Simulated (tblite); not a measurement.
Compound: (CH3CH2)2CF2, C5H10F2.
Atom-mapped SMILES: `[CH3:1][CH2:2][C:3]([F:4])([F:5])[CH2:6][CH3:7]` (hydrogens: H8, H9, H10 on C1; H11, H12 on C2; H13, H14 on C6; H15, H16, H17 on C7)

Cartesian coordinates in Å at the GFN2-xTB level; atoms count from 1:
```
atom  x, y, z in Å
C1    -2.3716   -0.2866   -0.2170
C2    -0.9129   -0.5793    0.1208
C3    -0.1071    0.7038    0.3029
F4    -0.7411    1.5203    1.2045
F5    -0.1169    1.4190   -0.8648
C6     1.3365    0.5201    0.7679
C7     2.1681   -0.3282   -0.1858
H8    -2.4353    0.2952   -1.1333
H9    -2.9162   -1.2169   -0.3544
H10   -2.8395    0.2790    0.5849
H11   -0.8457   -1.1531    1.0461
H12   -0.4529   -1.1509   -0.6855
H13    1.7724    1.5183    0.8511
H14    1.3120    0.0760    1.7641
H15    2.0895    0.0579   -1.1994
H16    1.8410   -1.3648   -0.1764
H17    3.2127   -0.2976    0.1128
```

Computed values, GFN2-xTB/tblite, gas phase, harmonic and unscaled. The method is semi-empirical: single wavenumbers can be off by several per cent or more. One conformer, not necessarily the lowest.

Harmonic wavenumbers (cm⁻¹): 69.8, 90.3, 187.4, 202.5, 222.1, 265.9, 335.8, 354.4, 434.1, 494.8, 556.1, 752.6, 809.1, 814.7, 941.4, 984.6, 1009.3, 1051.6, 1091.3, 1100.1, 1134.8, 1164.1, 1189.1, 1243.7, 1262.2, 1325.4, 1333.9, 1414.8, 1415.0, 1455.3, 1468.9, 1493.2, 1497.5, 1497.8, 1502.9, 2988.1, 2996.7, 3001.1, 3007.0, 3043.2, 3045.3, 3046.0, 3048.8, 3050.4, 3051.5.

A = 3682, B = 1924, C = 1703 MHz; mass 108.075 u (most abundant isotopes); point group C1, symmetry number 1.

What is the zero-point energy?

Half the sum of the wavenumbers: 31222 cm⁻¹ = 89.27 kcal/mol.

Give the ideal-gas entropy at 400 K and 1 bar in the rigid-rotor, harmonic-oscillator model (classical rotation).

Translation 41.44, rotation 28.56, vibration 29.99: S = 100.0 cal/(mol K).

And Cp and H(400 K) − H(0)?

Cp = 40.61 cal/(mol K), of which vibrations give 32.66 (their classical limit is 45 R = 89.4); H(400 K) − H(0) = 9.65 kcal/mol without the zero-point energy, 6.47 from vibrations.

What must be added to the electronic energy to get the Gibbs energy at 400 K and 1 bar?

ZPE + [H(400 K) − H(0)] − T·S = 89.27 + 9.65 − 39.99 = 58.93 kcal/mol.

Which modes carry the vibrational entropy at 400 K?

69.8 cm⁻¹: 4.74; 90.3 cm⁻¹: 4.23; 187.4 cm⁻¹: 2.81; 202.5 cm⁻¹: 2.66; 222.1 cm⁻¹: 2.49; 265.9 cm⁻¹: 2.15 cal/(mol K); the other 39 give 10.92 together.

How do the functions run with temperature in this model?

```json
{"T (K)": "100", "S (cal/(mol K))": "64.4", "Cp (cal/(mol K))": "16.2", "H − H(0) (kcal/mol)": "1.14", "G − H(0) (kcal/mol)": "-5.30", "ln q(vib)": "0.98"}
{"T (K)": "200", "S (cal/(mol K))": "78.2", "Cp (cal/(mol K))": "24.3", "H − H(0) (kcal/mol)": "3.18", "G − H(0) (kcal/mol)": "-12.46", "ln q(vib)": "2.90"}
{"T (K)": "300", "S (cal/(mol K))": "89.5", "Cp (cal/(mol K))": "32.3", "H − H(0) (kcal/mol)": "6.00", "G − H(0) (kcal/mol)": "-20.86", "ln q(vib)": "4.92"}
{"T (K)": "500", "S (cal/(mol K))": "109.9", "Cp (cal/(mol K))": "48.1", "H − H(0) (kcal/mol)": "14.10", "G − H(0) (kcal/mol)": "-40.84", "ln q(vib)": "8.99"}
{"T (K)": "800", "S (cal/(mol K))": "136.3", "Cp (cal/(mol K))": "64.4", "H − H(0) (kcal/mol)": "31.18", "G − H(0) (kcal/mol)": "-77.89", "ln q(vib)": "15.00"}
{"T (K)": "1000", "S (cal/(mol K))": "151.5", "Cp (cal/(mol K))": "71.5", "H − H(0) (kcal/mol)": "44.80", "G − H(0) (kcal/mol)": "-106.70", "ln q(vib)": "18.81"}
```

q(vib) and H(0) count from the zero-point level.

Hindered rotation and anharmonicity are outside this model. Other conformers, if any are populated, would add a mixing term that is left out. The structure is chiral; the term R ln 2 for an equal mix with its mirror image is left out.

Run on x86-64 server, one thread (shared host). The figure is for the frequency step alone.
